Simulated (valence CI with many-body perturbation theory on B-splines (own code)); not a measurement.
The numbers below are computed, except where a source is named.
Ladder of approximations for Pt XXX

Level of theory: relativistic CI+MBPT: three valence electrons over a frozen Dirac-Fock core [Kr] 4d10, a basis of 8 s, 8 p, 9 d, 9 f, 6 g, 3 h, 2 i functions for each j, with the one-electron correlation potential Σ1, the two-electron term Σ2, the three-electron term Σ3, Breit, model QED; selected CI, second order for the rest (own B-spline code, finite nucleus).

No measured spectrum was set against this ion. As an estimate, large intervals hold to a few tenths of a per cent, small ones and those within an open d or f shell to about a per cent. Core correlation moves these levels by up to 51000 cm⁻¹, and in measured spectra 5 to 20 % of such shifts remained as error; rates that hang on mixing are uncertain with them. The list stops below the first excitations out of the core.

Each rung adds one term. CI alone is the Dirac-Coulomb CI over the frozen core; QED comes last and gives the full result, which names the levels. Energies are above (4f5/2^3) J=9/2 on the same rung, in eV.

Levels are named by their leading jj configuration (3d3/2^4 stands for four electrons in 3d with j = 3/2), which in mixed levels can hold well under half, so a name can repeat and another be missing. Letters in brackets count levels of one name in rising energy.

| Level | CI alone | + Σ1 | + Σ2 | + Σ3 | + Breit | Full |
| --- | --- | --- | --- | --- | --- | --- |
| (4f5/2^2 4f7/2) J=11/2 [a] | 3.871 | 3.949 | 4.058 | 4.068 | 3.847 | 3.865 |
| (4f5/2^3) J=3/2 | 5.182 | 5.201 | 4.815 | 4.855 | 4.959 | 4.960 |
| (4f5/2^2 4f7/2) J=13/2 | 6.925 | 7.046 | 7.169 | 7.181 | 6.788 | 6.815 |
| (4f5/2^2 4f7/2) J=9/2 | 7.191 | 7.270 | 7.251 | 7.209 | 7.043 | 7.059 |
| (4f5/2^3) J=5/2 | 7.626 | 7.677 | 7.315 | 7.332 | 7.369 | 7.377 |
| (4f5/2^2 4f7/2) J=3/2 [a] | 8.707 | 8.800 | 8.561 | 8.691 | 8.608 | 8.626 |
| (4f5/2^2 4f7/2) J=5/2 [a] | 8.930 | 9.010 | 8.676 | 8.692 | 8.630 | 8.645 |
| (4f5/2^2 4f7/2) J=7/2 [a] | 8.970 | 9.064 | 8.937 | 8.897 | 8.733 | 8.751 |
| (4f5/2^2 4f7/2) J=15/2 [a] | 9.404 | 9.549 | 9.633 | 9.639 | 9.120 | 9.151 |
| (4f5/2^2 4f7/2) J=7/2 [b] | 10.730 | 10.839 | 10.505 | 10.528 | 10.407 | 10.428 |
| (4f5/2 4f7/2^2) J=13/2 [a] | 11.848 | 11.984 | 11.962 | 11.954 | 11.569 | 11.597 |
| (4f5/2 4f7/2^2) J=9/2 [a] | 11.962 | 12.118 | 12.009 | 12.002 | 11.679 | 11.711 |
| (4f5/2 4f7/2^2) J=11/2 [a] | 12.067 | 12.210 | 12.081 | 12.112 | 11.767 | 11.795 |
| (4f5/2^2 4f7/2) J=3/2 [b] | 12.824 | 12.949 | 12.478 | 12.558 | 12.442 | 12.465 |
| (4f5/2^2 4f7/2) J=1/2 | 12.861 | 12.971 | 12.516 | 12.662 | 12.574 | 12.593 |
| (4f5/2^2 4f7/2) J=5/2 [b] | 13.623 | 13.721 | 13.179 | 13.252 | 13.219 | 13.235 |
| (4f5/2 4f7/2^2) J=7/2 [a] | 13.526 | 13.698 | 13.652 | 13.611 | 13.302 | 13.338 |
| (4f5/2 4f7/2^2) J=9/2 [b] | 13.782 | 13.940 | 13.696 | 13.699 | 13.384 | 13.416 |
| (4f5/2^2 4f7/2) J=15/2 [b] | 14.081 | 14.240 | 14.075 | 14.092 | 13.584 | 13.617 |

(1) How does the ionisation energy move along the ladder, and which term matters most?

Results:

(1) CI alone 1009.9, + Σ1 1013.7, + Σ2 1020.0, + Σ3 1020.1, + Breit 1019.9, + QED 1020.0 eV. The largest step is Σ2, 6.4 eV. NIST lists 1040 ± 50 eV (theoretical).
